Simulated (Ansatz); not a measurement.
The Sn1–H2 bond of FHSn (SMILES [F][SnH]) is stretched (multiplicity 1, the rest rigid).
Geometry at rest (charge 0, multiplicity 1):
```json
[
 {"atom": "Sn", "x (Å)": "-0.0910", "y (Å)": "-0.1737", "z (Å)": "0.2189"},
 {"atom": "H", "x (Å)": "-1.0351", "y (Å)": "-1.0891", "z (Å)": "-1.0004"},
 {"atom": "F", "x (Å)": "0.6204", "y (Å)": "1.0860", "z (Å)": "-1.1050"}
]
```

Correlated levels freeze the cores. Filled d and f shells under p-block atoms count as core.

The values were computed with Ansatz (Gaussian basis) for Hartree–Fock, density functionals and correlated methods.  In def2 rows elements past Kr take small-core potentials, without spin–orbit coupling.

FIC-MRCISD+Q on CASSCF(2,2)/def2-TZVPP, total energies (hartree):

```json
[
 {"R (Å)": "1.793", "CASSCF": "-313.451093", "MRCISD": "-313.767696", "weight c² of the reference": "0.92325"},
 {"R (Å)": "3.138", "CASSCF": "-313.378968", "MRCISD": "-313.687407", "weight c² of the reference": "0.92406"},
 {"R (Å)": "5.739", "CASSCF": "-313.359179", "MRCISD": "-313.665061", "weight c² of the reference": "0.92480"}
]
```

Problem. Add the Davidson correction (E_MRCISD − E_CASSCF)(1 − c²)/c² and give the energies above the first point at the three levels.

Solution. 
Corrections (hartree): -0.026321, -0.025348, -0.024873. Above the first point (kcal/mol):
- R = 3.138 Å: CASSCF 45.3, MRCISD 50.4, with the correction 51.0
- R = 5.739 Å: CASSCF 57.7, MRCISD 64.4, with the correction 65.3

Ansatz is a first-principles code.
